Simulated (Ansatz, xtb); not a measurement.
# C5H8O2: which of two isomers lies lower

We compare a, `C[C@@H]1C[C@@H](C=O)O1`, a singlet, with b, `C[C@@H]1C[C@H](C=O)O1`, a singlet. Both are isolated molecules in the gas phase, relaxed with r2SCAN-D4/def2-SVP; the shapes shown needn't be the lowest conformers.

a (Å):

```xyz
15

C    -2.3795    0.2258    0.8816
C    -0.9773   -0.2706    0.6356
C     0.0581    0.7257    0.0773
C     0.1250   -0.2476   -1.1247
C     1.4544   -0.9553   -1.2643
O     2.3590   -0.5514   -1.9509
O    -0.8882   -1.0878   -0.5605
H    -2.4128    0.8667    1.7776
H    -2.7436    0.8030    0.0170
H    -3.0608   -0.6244    1.0406
H    -0.6102   -0.8384    1.5132
H     0.9874    0.8433    0.6544
H    -0.3437    1.7187   -0.1714
H    -0.1583    0.1822   -2.1038
H     1.5332   -1.8913   -0.6399
```

b (Å):

| atom | x (Å) | y (Å) | z (Å) |
| --- | --- | --- | --- |
| C | 1.7581 | -0.2555 | 1.6269 |
| C | 1.3925 | 0.1968 | 0.2352 |
| C | -0.1061 | 0.3449 | -0.1015 |
| C | 0.1468 | -0.8159 | -1.0669 |
| C | -0.5143 | -2.1344 | -0.7277 |
| O | -1.5744 | -2.2395 | -0.1631 |
| O | 1.5479 | -0.8726 | -0.7429 |
| H | 1.6091 | 0.5622 | 2.3506 |
| H | 2.8148 | -0.5627 | 1.6643 |
| H | 1.1369 | -1.1126 | 1.9327 |
| H | 2.0044 | 1.0679 | -0.0661 |
| H | -0.8097 | 0.1034 | 0.7096 |
| H | -0.3926 | 1.2944 | -0.5725 |
| H | -0.0265 | -0.6040 | -2.1439 |
| H | 0.0974 | -3.0279 | -1.0342 |

Problem. Estimate E(b) − E(a) at the level CCSD(T)/def2-SVP + ΔMP2/def2-TZVPP.

Solution. CCSD(T)/def2-SVP + ΔMP2/def2-TZVPP gives E(b) − E(a) = −0.28 kcal/mol, slightly favouring structure b, which is too small a margin to settle the true order.

The same difference at several levels:

| level | geometry | E(b) − E(a) (kcal/mol) | departure from the last row (kcal/mol) | job, with rough time for the two |
| --- | --- | --- | --- | --- |
| GFN2-xTB | GFN2-xTB | −0.10 | +0.17 | optimisation, 4.3 s |
| HF/STO-3G | GFN2-xTB | +0.23 | +0.51 | single point, 4.2 s |
| r2SCAN-D4/def2-SVP//GFN2-xTB | GFN2-xTB | −0.09 | +0.19 | single point, 22 s |
| r2SCAN-D4/def2-SVP | r2SCAN-D4/def2-SVP | −0.34 | −0.06 | optimisation, 6.8 min |
| HF/def2-SVP | r2SCAN-D4/def2-SVP | −0.04 | +0.23 | part of the CCSD(T) run |
| MP2/def2-SVP | r2SCAN-D4/def2-SVP | −0.33 | −0.05 | part of the CCSD(T) run |
| CCSD(T)/def2-SVP | r2SCAN-D4/def2-SVP | −0.33 | −0.06 | single point |
| CCSD(T)/def2-SVP + ΔMP2/def2-TZVPP | r2SCAN-D4/def2-SVP | −0.28 |  | single point, 4.9 min |

As drawn, both hold the same kinds of bond in the same numbers.

The largest departure from CCSD(T)/def2-SVP + ΔMP2/def2-TZVPP is that of HF/STO-3G, 0.51 kcal/mol. The last row adds to CCSD(T) the change of the MP2 difference between the two basis sets, here +0.06 kcal/mol.

With thermal terms from frequencies at re-optimised GFN2-xTB minima (ideal gas, soft modes damped towards free rotors, one conformer each, 298.15 K, 1 atm): the zero-point term adds 0.00 kcal/mol; ΔH is −0.29 and ΔG −0.25 kcal/mol.

The correlated steps freeze 7 core orbitals. Codes used: Ansatz 0.2.0, xtb 6.7.1; the last row on 2 threads of Intel(R) Xeon(R) Processor @ 2.50GHz (Skylake/Cascade Lake) on a shared host.
